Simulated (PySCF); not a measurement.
C₂H₃O, charge -1, singlet, geometry from GFN2-xTB (in this run its highest filled SCF level lies above zero, so its values depend strongly on the basis, on diffuse functions most of all); PBE/6-311G** (PySCF).

Input for PySCF:
```python
from pyscf import gto, scf, dft

mol = gto.Mole()
mol.atom = '''
    O     1.14119970    0.27275617   -0.37828883
    C     0.01399973    0.30902939    0.19007090
    H    -0.19132679    1.20747699    0.86167798
    C    -1.01879722   -0.56413534    0.13347947
    H    -1.93523585   -0.39299447    0.68579554
    H    -0.97425000   -1.46589618   -0.46246509
'''
mol.basis = '6-311g**'
mol.charge = -1
mol.verbose = 4
mol.build()

mf = dft.RKS(mol)
mf.xc = 'pbe'
mf.grids.radi_method = dft.radi.delley
mf.kernel()
```

Output, abridged:

```
PySCF version 2.14.0

[INPUT] verbose = 4
[INPUT] num. atoms = 6
[INPUT] num. electrons = 24
[INPUT] charge = -1
[INPUT] spin (= nelec alpha-beta = 2S) = 0
[INPUT] symmetry False subgroup None
[INPUT] Mole.unit = angstrom
[INPUT] Symbol           X                Y                Z      unit          X                Y                Z       unit  Magmom
[INPUT]  1 O      1.141199700000   0.272756170000  -0.378288830000 AA    2.156554886436   0.515434460085  -0.714862284682 Bohr   0.0
[INPUT]  2 C      0.013999730000   0.309029390000   0.190070900000 AA    0.026455655518   0.583980911541   0.359181945250 Bohr   0.0
[INPUT]  3 H     -0.191326790000   1.207476990000   0.861677980000 AA   -0.361555233392   2.281800812814   1.628335389768 Bohr   0.0
[INPUT]  4 C     -1.018797220000  -0.564135340000   0.133479470000 AA   -1.925247722268  -1.066061289788   0.252239641552 Bohr   0.0
[INPUT]  5 H     -1.935235850000  -0.392994470000   0.685795540000 AA   -3.657065742940  -0.742651916769   1.295965748048 Bohr   0.0
[INPUT]  6 H     -0.974250000000  -1.465896180000  -0.462465090000 AA   -1.841065676858  -2.770142307246  -0.873932362272 Bohr   0.0

nuclear repulsion = 63.613097532359
number of shells = 36
number of NR pGTOs = 117
number of NR cGTOs = 72
basis = 6-311g**
ecp = {}

******** <class 'pyscf.dft.rks.RKS'> ********
method = RKS
initial guess = minao
damping factor = 0
level_shift factor = 0
DIIS = <class 'pyscf.scf.diis.CDIIS'>
diis_start_cycle = 1
diis_space = 8
diis_damp = 0
SCF conv_tol = 1e-09
SCF conv_tol_grad = None
SCF max_cycles = 50
direct_scf = True
direct_scf_tol = 1e-13
XC library pyscf.dft.libxc version 7.1.2
    S. Lehtola, C. Steigemann, M. J. T. Oliveira, and M. A. L. Marques,  SoftwareX 7, 1–5 (2018)
XC functionals = pbe
    J. P. Perdew, K. Burke, and M. Ernzerhof,  Phys. Rev. Lett. 77, 3865 (1996)
    J. P. Perdew, K. Burke, and M. Ernzerhof,  Phys. Rev. Lett. 78, 1396 (1997)
    J. P. Perdew, K. Burke, and M. Ernzerhof,  Phys. Rev. Lett. 77, 3865 (1996)
    J. P. Perdew, K. Burke, and M. Ernzerhof,  Phys. Rev. Lett. 78, 1396 (1997)
radial grids: B. Delley radial grids. Ref. JCP 104, 9848 (1996); DOI:10.1063/1.471749. log2 algorithm
becke partition: Becke, JCP 88, 2547 (1988); DOI:10.1063/1.454033
pruning grids: <function nwchem_prune>
grids dens level: 3
symmetrized grids: False
atomic radii adjust function: <function treutler_atomic_radii_adjust>
small_rho_cutoff = 0
Set gradient conv threshold to 3.16228e-05
Initial guess from minao.
tot grids = 76712
init E= -153.234130225223
  HOMO = -0.275808641206851  LUMO = -0.0614543859374415  gap/eV = 5.83288
cycle= 1 E= -152.851560079705  delta_E= 0.383  |g|= 1.01  |ddm|= 1.94
  HOMO = 0.237837638877776  LUMO = 0.272324449054377  gap/eV = 0.93843
cycle= 2 E= -149.912244499926  delta_E= 2.94  |g|= 3.08  |ddm|= 12.7
  HOMO = 0.107273571518121  LUMO = 0.261073878103929  gap/eV = 4.18512
cycle= 3 E= -152.921642319156  delta_E= -3.01  |g|= 0.73  |ddm|= 12.5
  HOMO = 0.0462731809042748  LUMO = 0.234963370492084  gap/eV = 5.13452
cycle= 4 E= -153.053464012818  delta_E= -0.132  |g|= 0.313  |ddm|= 0.942
  HOMO = 0.0714923369639974  LUMO = 0.232086071676047  gap/eV = 4.36998
cycle= 5 E= -153.075178264836  delta_E= -0.0217  |g|= 0.115  |ddm|= 0.319
  HOMO = 0.0784523317087034  LUMO = 0.238094434108791  gap/eV = 4.34408
cycle= 6 E= -153.077598738255  delta_E= -0.00242  |g|= 0.0487  |ddm|= 0.128
  HOMO = 0.0762233991187473  LUMO = 0.238723653009542  gap/eV = 4.42186
cycle= 7 E= -153.078322329124  delta_E= -0.000724  |g|= 0.00783  |ddm|= 0.0732
  HOMO = 0.0759441409602042  LUMO = 0.238424517072982  gap/eV = 4.42132
cycle= 8 E= -153.078334905474  delta_E= -1.26e-05  |g|= 0.00147  |ddm|= 0.00903
  HOMO = 0.0758505163097426  LUMO = 0.238433157411483  gap/eV = 4.42410
cycle= 9 E= -153.078335298437  delta_E= -3.93e-07  |g|= 0.00059  |ddm|= 0.00177
  HOMO = 0.0758497704862321  LUMO = 0.238437429966296  gap/eV = 4.42424
cycle= 10 E= -153.078335389256  delta_E= -9.08e-08  |g|= 7.7e-05  |ddm|= 0.00081
  HOMO = 0.0758458680228279  LUMO = 0.238438375673331  gap/eV = 4.42437
cycle= 11 E= -153.078335391057  delta_E= -1.8e-09  |g|= 6.6e-06  |ddm|= 0.000141
  HOMO = 0.0758453174859128  LUMO = 0.238438105136952  gap/eV = 4.42438
cycle= 12 E= -153.07833539107  delta_E= -1.35e-11  |g|= 1.25e-06  |ddm|= 1.38e-05
  HOMO = 0.075845346615332  LUMO = 0.23843802946527  gap/eV = 4.42437
Extra cycle  E= -153.078335391068  delta_E= 2.16e-12  |g|= 3.48e-06  |ddm|= 5.76e-06
converged SCF energy = -153.078335391068
```
